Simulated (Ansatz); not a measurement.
**Cost against result**

Saddle point of BH$_{2}$SBrF$_{2}$, singlet (BBrF₂ ([F][B]([F])[Br]) + H₂S → BHSF₂ ([F][B]([F])[SH]) + HBr; bonds formed: B1–S6, Br2–H5; bonds broken: B1–Br2, H5–S6), PBE0-D4/def2-TZVP structure:

```
7
angstrom
B -0.6483 -0.4202 -0.1317
Br 1.1791 -0.2772 -1.6429
F -1.5803 0.3912 -0.6049
F -0.8849 -1.7159 -0.0130
H 1.3495 0.1494 -0.0018
S 0.4275 0.2939 1.3412
H 0.1573 1.5786 1.0531
```

Barriers are electronic and count from the start structure reached by relaxing down the imaginary mode.

Ansatz 0.2.0; basis: as named in each row; cores frozen in the correlated methods. Filled d shells of the heavier atoms are correlated. The def2 sets are not built for correlating such inner shells, so the correlated values are less sure here. B3LYP uses VWN-RPA correlation. Extrapolation: Hartree–Fock as exp(−7.88 √X), correlation as X^−2.97.

Times are rough, for one single point on 4 threads of a shared host (Arm Neoverse V2).

The estimate by CCSD(T) at an estimated basis limit (MP2 extrapolated from triple and quadruple zeta, plus CCSD(T) − MP2 in triple zeta) is 23.33 kcal/mol.

```csv
method,basis,time (s),barrier (kcal/mol),method less estimate
HF,STO-3G,under 1,38.05,14.72
PBE-D4,STO-3G,under 1,6.35,-16.98
SPW92,def2-SVP,under 1,5.71,-17.62
PBE-D4,def2-SVP,under 1,12.56,-10.77
SPW92,def2-TZVPP,under 1,7.19,-16.14
B3LYP-D4,6-31G,under 1,22.22,-1.11
PBE0-D4,def2-SVP,1,17.20,-6.13
PBE-D4,def2-TZVPP,1,13.56,-9.77
BLYP-D4,def2-TZVPP,1,18.48,-4.85
B3LYP-D4,def2-TZVPP,2,21.54,-1.80
BHLYP-D4,def2-TZVPP,2,26.71,3.38
PBE0-D4,def2-TZVPP,2,17.72,-5.61
CAM-B3LYP-D4,def2-TZVPP,2,23.77,0.44
r2SCAN-D4,def2-TZVPP,3,16.58,-6.75
r2SCAN0-D4,def2-TZVPP,4,19.56,-3.77
RPA on PBE,def2-TZVPP,4,24.46,1.13
wB97M-V,def2-SVP,4,21.99,-1.34
wB97X-V,def2-TZVPP,5,23.81,0.48
PBE-QIDH,def2-TZVPP,5,21.17,-2.16
B2PLYP,def2-TZVPP,6,23.07,-0.26
CCSD(T),def2-SVP,6,26.95,3.61
B97M-V,def2-TZVPP,7,22.16,-1.17
wB97M-V,def2-TZVPP,7,23.22,-0.11
MP2,def2-QZVPP,13,21.61,-1.72
CCSD(T),def2-TZVPP,110,24.65,1.32
```

All methods are single points on the PBE0-D4 structures.

The T1 diagnostic stays at or below 0.012.

Labels in which every atom is bracketed show which atoms are joined, not bond orders.
